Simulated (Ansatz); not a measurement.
Geometry optimisation of Si(vinyl)3(NMe2) (C₈H₁₅NSi).

```yaml
crystal:
  periodic: [false, false, false]
  atoms:
    - {symbol: Si, position_ang: [0.164390, 0.233960, 0.118120]}
    - {symbol: C, position_ang: [0.227760, 0.364520, 2.005060]}
    - {symbol: C, position_ang: [-0.751090, 0.011890, 2.822110]}
    - {symbol: H, position_ang: [1.130860, 0.782250, 2.432850]}
    - {symbol: H, position_ang: [-1.668840, -0.410600, 2.446960]}
    - {symbol: H, position_ang: [-0.683600, 0.116310, 3.895270]}
    - {symbol: C, position_ang: [1.944840, 0.159210, -0.535430]}
    - {symbol: C, position_ang: [2.891010, 1.040400, -0.249550]}
    - {symbol: H, position_ang: [2.201970, -0.662700, -1.195290]}
    - {symbol: H, position_ang: [2.700870, 1.880310, 0.399490]}
    - {symbol: H, position_ang: [3.894930, 0.970370, -0.642380]}
    - {symbol: C, position_ang: [-0.731460, 1.742810, -0.585820]}
    - {symbol: C, position_ang: [-0.176010, 2.658030, -1.361510]}
    - {symbol: H, position_ang: [-1.769900, 1.868870, -0.302930]}
    - {symbol: H, position_ang: [0.855760, 2.585680, -1.665930]}
    - {symbol: H, position_ang: [-0.714730, 3.520050, -1.727020]}
    - {symbol: N, position_ang: [-0.804890, -1.135480, -0.297890]}
    - {symbol: C, position_ang: [-1.500540, -1.227230, -1.556530]}
    - {symbol: C, position_ang: [-0.577000, -2.427930, 0.296560]}
    - {symbol: H, position_ang: [-0.932760, -1.807720, -2.294860]}
    - {symbol: H, position_ang: [-1.668230, -0.230410, -1.955550]}
    - {symbol: H, position_ang: [-2.467340, -1.719810, -1.412090]}
    - {symbol: H, position_ang: [-0.086200, -2.306490, 1.258040]}
    - {symbol: H, position_ang: [-1.531010, -2.942350, 0.448510]}
    - {symbol: H, position_ang: [0.051230, -3.063950, -0.340210]}
basis:
  gaussian: {orbitals: def2-SVP}
hamiltonian: {xc: pbe, dispersion: d4}
scf: {lower_state_search: "off"}
output: {orbitals: {seedname: orbitals}}
relax: {f_tol: 0.03, max_steps: 70}
```

```sh
$ ansatz run in.yaml --threads 2 --pin off --events-out ev --progress --plain --max-ram 22528MiB --backend cuda --devices 0, --max-vram 18GiB
```

Shortened log:

```
Functional definition: PBE
mean field -17879.22318970 eV, -657.0493332487 hartree, gradient 7.4e-6 eV, S^2 0.000000; 0 other end points of the search recorded, 0 dependent functions left out
relax step   1: F+E_penalty+E_count = -17879.96198642 eV  Δ(F+E_penalty+E_count) = +0.000e0 eV  max|allowed force component| = 1.314e0 eV/Å  Δτ_max = 0.0000 Å  (23 SCF iters, accepted)
mean field -17879.44598697 eV, -657.0575208974 hartree, gradient 1.1e-6 eV, S^2 0.000000; 0 other end points of the search recorded, 0 dependent functions left out
relax step   2: F+E_penalty+E_count = -17880.17977212 eV  Δ(F+E_penalty+E_count) = -2.178e-1 eV  max|allowed force component| = 3.483e-1 eV/Å  Δτ_max = 0.0620 Å  (21 SCF iters, accepted)
mean field -17879.46093674 eV, -657.0580702913 hartree, gradient 1.3e-6 eV, S^2 0.000000; 0 other end points of the search recorded, 0 dependent functions left out
relax step   3: F+E_penalty+E_count = -17880.19322360 eV  Δ(F+E_penalty+E_count) = -1.345e-2 eV  max|allowed force component| = 1.702e-1 eV/Å  Δτ_max = 0.0716 Å  (21 SCF iters, accepted)
mean field -17879.46463092 eV, -657.0582060498 hartree, gradient 1.4e-6 eV, S^2 0.000000; 0 other end points of the search recorded, 0 dependent functions left out
relax step   4: F+E_penalty+E_count = -17880.19760417 eV  Δ(F+E_penalty+E_count) = -4.381e-3 eV  max|allowed force component| = 6.386e-2 eV/Å  Δτ_max = 0.1045 Å  (21 SCF iters, accepted)
mean field -17879.46823904 eV, -657.0583386458 hartree, gradient 1.9e-6 eV, S^2 0.000000; 0 other end points of the search recorded, 0 dependent functions left out
relax step   5: F+E_penalty+E_count = -17880.20063052 eV  Δ(F+E_penalty+E_count) = -3.026e-3 eV  max|allowed force component| = 6.779e-2 eV/Å  Δτ_max = 0.0591 Å  (21 SCF iters, accepted)
mean field -17879.46743330 eV, -657.0583090353 hartree, gradient 1.8e-6 eV, S^2 0.000000; 0 other end points of the search recorded, 0 dependent functions left out
relax step   6: F+E_penalty+E_count = -17880.20108030 eV  Δ(F+E_penalty+E_count) = -4.498e-4 eV  max|allowed force component| = 9.078e-2 eV/Å  Δτ_max = 0.0287 Å  (22 SCF iters, accepted)
mean field -17879.46945209 eV, -657.0583832247 hartree, gradient 1.8e-6 eV, S^2 0.000000; 0 other end points of the search recorded, 0 dependent functions left out
relax step   7: F+E_penalty+E_count = -17880.20255925 eV  Δ(F+E_penalty+E_count) = -1.479e-3 eV  max|allowed force component| = 4.525e-2 eV/Å  Δτ_max = 0.0216 Å  (22 SCF iters, accepted)
mean field -17879.47025407 eV, -657.0584126967 hartree, gradient 1.8e-6 eV, S^2 0.000000; 0 other end points of the search recorded, 0 dependent functions left out
relax step   8: F+E_penalty+E_count = -17880.20319886 eV  Δ(F+E_penalty+E_count) = -6.396e-4 eV  max|allowed force component| = 5.240e-2 eV/Å  Δτ_max = 0.0692 Å  (21 SCF iters, accepted)
mean field -17879.47229687 eV, -657.0584877684 hartree, gradient 1.7e-6 eV, S^2 0.000000; 0 other end points of the search recorded, 0 dependent functions left out
relax step   9: F+E_penalty+E_count = -17880.20507433 eV  Δ(F+E_penalty+E_count) = -1.875e-3 eV  max|allowed force component| = 3.469e-2 eV/Å  Δτ_max = 0.0585 Å  (21 SCF iters, accepted)
mean field -17879.47186355 eV, -657.0584718441 hartree, gradient 1.0e-6 eV, S^2 0.000000; 0 other end points of the search recorded, 0 dependent functions left out
relax step  10: F+E_penalty+E_count = -17880.20401837 eV  Δ(F+E_penalty+E_count) = +1.056e-3 eV  max|allowed force component| = 2.853e-1 eV/Å  Δτ_max = 0.1971 Å  (20 SCF iters, rejected (line search))
mean field -17879.47465517 eV, -657.0585744342 hartree, gradient 1.4e-6 eV, S^2 0.000000; 0 other end points of the search recorded, 0 dependent functions left out
relax step  11: F+E_penalty+E_count = -17880.20704902 eV  Δ(F+E_penalty+E_count) = -1.975e-3 eV  max|allowed force component| = 4.197e-2 eV/Å  Δτ_max = 0.0961 Å  (20 SCF iters, accepted)
mean field -17879.47613327 eV, -657.0586287535 hartree, gradient 1.6e-6 eV, S^2 0.000000; 0 other end points of the search recorded, 0 dependent functions left out
relax step  12: F+E_penalty+E_count = -17880.20811351 eV  Δ(F+E_penalty+E_count) = -1.064e-3 eV  max|allowed force component| = 8.528e-2 eV/Å  Δτ_max = 0.0975 Å  (20 SCF iters, accepted)
mean field -17879.47735446 eV, -657.0586736313 hartree, gradient 1.4e-6 eV, S^2 0.000000; 0 other end points of the search recorded, 0 dependent functions left out
relax step  13: F+E_penalty+E_count = -17880.20908092 eV  Δ(F+E_penalty+E_count) = -9.674e-4 eV  max|allowed force component| = 9.738e-2 eV/Å  Δτ_max = 0.0533 Å  (21 SCF iters, accepted)
mean field -17879.47569466 eV, -657.0586126349 hartree, gradient 1.9e-6 eV, S^2 0.000000; 0 other end points of the search recorded, 0 dependent functions left out
relax step  14: F+E_penalty+E_count = -17880.20661715 eV  Δ(F+E_penalty+E_count) = +2.464e-3 eV  max|allowed force component| = 3.321e-1 eV/Å  Δτ_max = 0.1951 Å  (20 SCF iters, rejected (line search))
mean field -17879.47997603 eV, -657.0587699721 hartree, gradient 9.8e-7 eV, S^2 0.000000; 0 other end points of the search recorded, 0 dependent functions left out
relax step  15: F+E_penalty+E_count = -17880.21167421 eV  Δ(F+E_penalty+E_count) = -2.593e-3 eV  max|allowed force component| = 5.012e-2 eV/Å  Δτ_max = 0.0975 Å  (21 SCF iters, accepted)
mean field -17879.48221448 eV, -657.0588522339 hartree, gradient 1.6e-6 eV, S^2 0.000000; 0 other end points of the search recorded, 0 dependent functions left out
relax step  16: F+E_penalty+E_count = -17880.21370518 eV  Δ(F+E_penalty+E_count) = -2.031e-3 eV  max|allowed force component| = 1.196e-1 eV/Å  Δτ_max = 0.0955 Å  (20 SCF iters, accepted)
mean field -17879.48388828 eV, -657.0589137450 hartree, gradient 1.5e-6 eV, S^2 0.000000; 0 other end points of the search recorded, 0 dependent functions left out
relax step  17: F+E_penalty+E_count = -17880.21506543 eV  Δ(F+E_penalty+E_count) = -1.360e-3 eV  max|allowed force component| = 2.845e-1 eV/Å  Δτ_max = 0.1461 Å  (20 SCF iters, accepted)
mean field -17879.48636255 eV, -657.0590046726 hartree, gradient 1.3e-6 eV, S^2 0.000000; 0 other end points of the search recorded, 0 dependent functions left out
relax step  18: F+E_penalty+E_count = -17880.21741054 eV  Δ(F+E_penalty+E_count) = -2.345e-3 eV  max|allowed force component| = 1.992e-1 eV/Å  Δτ_max = 0.0268 Å  (22 SCF iters, accepted)
mean field -17879.49160612 eV, -657.0591973702 hartree, gradient 2.1e-6 eV, S^2 0.000000; 0 other end points of the search recorded, 0 dependent functions left out
relax step  19: F+E_penalty+E_count = -17880.22088430 eV  Δ(F+E_penalty+E_count) = -3.474e-3 eV  max|allowed force component| = 1.297e-1 eV/Å  Δτ_max = 0.2000 Å  (19 SCF iters, accepted)
mean field -17879.48343021 eV, -657.0588969111 hartree, gradient 1.4e-6 eV, S^2 0.000000; 0 other end points of the search recorded, 0 dependent functions left out
relax step  20: F+E_penalty+E_count = -17880.21357699 eV  Δ(F+E_penalty+E_count) = +7.307e-3 eV  max|allowed force component| = 1.940e-1 eV/Å  Δτ_max = 0.2000 Å  (20 SCF iters, rejected (line search))
mean field -17879.49746737 eV, -657.0594127672 hartree, gradient 1.1e-6 eV, S^2 0.000000; 0 other end points of the search recorded, 0 dependent functions left out
relax step  21: F+E_penalty+E_count = -17880.22749589 eV  Δ(F+E_penalty+E_count) = -6.612e-3 eV  max|allowed force component| = 5.093e-2 eV/Å  Δτ_max = 0.1000 Å  (21 SCF iters, accepted)
mean field -17879.50082326 eV, -657.0595360940 hartree, gradient 1.3e-6 eV, S^2 0.000000; 0 other end points of the search recorded, 0 dependent functions left out
relax step  22: F+E_penalty+E_count = -17880.23113988 eV  Δ(F+E_penalty+E_count) = -3.644e-3 eV  max|allowed force component| = 5.448e-2 eV/Å  Δτ_max = 0.0975 Å  (21 SCF iters, accepted)
mean field -17879.50323259 eV, -657.0596246351 hartree, gradient 1.7e-6 eV, S^2 0.000000; 0 other end points of the search recorded, 0 dependent functions left out
relax step  23: F+E_penalty+E_count = -17880.23371601 eV  Δ(F+E_penalty+E_count) = -2.576e-3 eV  max|allowed force component| = 2.281e-1 eV/Å  Δτ_max = 0.1459 Å  (20 SCF iters, accepted)
mean field -17879.50594875 eV, -657.0597244520 hartree, gradient 1.5e-6 eV, S^2 0.000000; 0 other end points of the search recorded, 0 dependent functions left out
relax step  24: F+E_penalty+E_count = -17880.23642979 eV  Δ(F+E_penalty+E_count) = -2.714e-3 eV  max|allowed force component| = 1.460e-1 eV/Å  Δτ_max = 0.0456 Å  (21 SCF iters, accepted)
mean field -17879.50993750 eV, -657.0598710360 hartree, gradient 1.4e-6 eV, S^2 0.000000; 0 other end points of the search recorded, 0 dependent functions left out
relax step  25: F+E_penalty+E_count = -17880.24040087 eV  Δ(F+E_penalty+E_count) = -3.971e-3 eV  max|allowed force component| = 1.189e-1 eV/Å  Δτ_max = 0.1953 Å  (20 SCF iters, accepted)
mean field -17879.51116626 eV, -657.0599161922 hartree, gradient 1.3e-6 eV, S^2 0.000000; 0 other end points of the search recorded, 0 dependent functions left out
relax step  26: F+E_penalty+E_count = -17880.24188768 eV  Δ(F+E_penalty+E_count) = -1.487e-3 eV  max|allowed force component| = 2.528e-1 eV/Å  Δτ_max = 0.1501 Å  (20 SCF iters, accepted)
mean field -17879.51316628 eV, -657.0599896915 hartree, gradient 1.5e-6 eV, S^2 0.000000; 0 other end points of the search recorded, 0 dependent functions left out
relax step  27: F+E_penalty+E_count = -17880.24432378 eV  Δ(F+E_penalty+E_count) = -2.436e-3 eV  max|allowed force component| = 1.367e-1 eV/Å  Δτ_max = 0.0220 Å  (22 SCF iters, accepted)
mean field -17879.51175147 eV, -657.0599376982 hartree, gradient 1.5e-6 eV, S^2 0.000000; 0 other end points of the search recorded, 0 dependent functions left out
relax step  28: F+E_penalty+E_count = -17880.24416482 eV  Δ(F+E_penalty+E_count) = +1.590e-4 eV  max|allowed force component| = 5.576e-2 eV/Å  Δτ_max = 0.0908 Å  (21 SCF iters, rejected (line search))
mean field -17879.51436980 eV, -657.0600339201 hartree, gradient 1.6e-6 eV, S^2 0.000000; 0 other end points of the search recorded, 0 dependent functions left out
relax step  29: F+E_penalty+E_count = -17880.24623903 eV  Δ(F+E_penalty+E_count) = -1.915e-3 eV  max|allowed force component| = 2.993e-2 eV/Å  Δτ_max = 0.0447 Å  (21 SCF iters, accepted)
mean field -17879.51432728 eV, -657.0600323573 hartree, gradient 1.2e-6 eV, S^2 0.000000; 0 other end points of the search recorded, 0 dependent functions left out
relax step  30: F+E_penalty+E_count = -17880.24653962 eV  Δ(F+E_penalty+E_count) = -3.006e-4 eV  max|allowed force component| = 1.694e-2 eV/Å  Δτ_max = 0.0412 Å  (21 SCF iters, accepted)
mean field -17879.51416150 eV, -657.0600262651 hartree, gradient 1.2e-6 eV, S^2 0.000000; 0 other end points of the search recorded, 0 dependent functions left out
relax step  31: F+E_penalty+E_count = -17880.24671831 eV  Δ(F+E_penalty+E_count) = -1.787e-4 eV  max|allowed force component| = 4.229e-2 eV/Å  Δτ_max = 0.0442 Å  (21 SCF iters, accepted)
mean field -17879.51419645 eV, -657.0600275497 hartree, gradient 1.4e-6 eV, S^2 0.000000; 0 other end points of the search recorded, 0 dependent functions left out
relax step  32: F+E_penalty+E_count = -17880.24679313 eV  Δ(F+E_penalty+E_count) = -7.481e-5 eV  max|allowed force component| = 1.800e-2 eV/Å  Δτ_max = 0.0066 Å  (23 SCF iters, accepted)
Total energy: -17880.24684054 eV, -657.0869517233 hartree
Atom 0 at     0.087186     0.423089     0.047239 Å, force    -0.003777     0.001094     0.000766 eV/Å
Atom 1 at     0.132196     0.687949     1.912376 Å, force     0.003200     0.002666     0.001176 eV/Å
Atom 2 at    -0.721319     0.087128     2.766114 Å, force     0.000105    -0.000135    -0.002729 eV/Å
Atom 3 at     0.855864     1.417572     2.323805 Å, force    -0.001744    -0.001756     0.000100 eV/Å
Atom 4 at    -1.470798    -0.638628     2.403239 Å, force     0.000324    -0.000675     0.001227 eV/Å
Atom 5 at    -0.715703     0.289158     3.851839 Å, force    -0.000750     0.000656     0.000912 eV/Å
Atom 6 at     1.850037     0.408315    -0.618927 Å, force     0.018000    -0.002343     0.000794 eV/Å
Atom 7 at     2.955873     0.288107     0.145677 Å, force    -0.017517     0.009706     0.004882 eV/Å
Atom 8 at     1.987214     0.422846    -1.718475 Å, force    -0.002033    -0.001159     0.007366 eV/Å
Atom 9 at     2.896731     0.254691     1.248622 Å, force     0.004207    -0.004101    -0.011750 eV/Å
Atom 10 at     3.970998     0.215875    -0.283984 Å, force     0.000224    -0.001982     0.000146 eV/Å
Atom 11 at    -0.879931     1.817012    -0.764469 Å, force     0.000440    -0.000613    -0.000882 eV/Å
Atom 12 at    -0.324648     2.768813    -1.542066 Å, force     0.001027     0.001721    -0.000690 eV/Å
Atom 13 at    -1.961425     1.894475    -0.539662 Å, force     0.000467    -0.000514     0.000798 eV/Å
Atom 14 at     0.751879     2.761438    -1.788477 Å, force    -0.000610    -0.000913    -0.000185 eV/Å
Atom 15 at    -0.911185     3.604056    -1.964095 Å, force    -0.000454     0.000156     0.000107 eV/Å
Atom 16 at    -0.762503    -1.085362    -0.277077 Å, force     0.003435    -0.004475    -0.004847 eV/Å
Atom 17 at    -1.625805    -1.271451    -1.425992 Å, force    -0.002373     0.000889     0.002161 eV/Å
Atom 18 at    -0.231471    -2.328728     0.251947 Å, force    -0.004076     0.000962    -0.001006 eV/Å
Atom 19 at    -1.116875    -1.798113    -2.272792 Å, force     0.000717     0.000122     0.001767 eV/Å
Atom 20 at    -1.985468    -0.297188    -1.811506 Å, force    -0.001328    -0.001550     0.000514 eV/Å
Atom 21 at    -2.520960    -1.882831    -1.159703 Å, force     0.001232     0.000855    -0.001264 eV/Å
Atom 22 at     0.417881    -2.137002     1.129488 Å, force     0.000468    -0.000734    -0.000043 eV/Å
Atom 23 at    -1.052518    -3.006466     0.586055 Å, force     0.001419     0.001062    -0.000238 eV/Å
Atom 24 at     0.374768    -2.894767    -0.499198 Å, force    -0.000603     0.001063     0.000917 eV/Å
Dipole moment:     0.001905    -0.030212    -0.037996 e Å
Checks for a lower state left out: stability, starts, cluster_reference, orbital_swaps, neighbouring_geometries, increment
```

Hardware: 2 threads of AMD EPYC 7R13 on a shared host and a share (18 GiB) of an NVIDIA H100 80GB HBM3. Wall time 1.7 min, peak host memory 0.91 GiB.
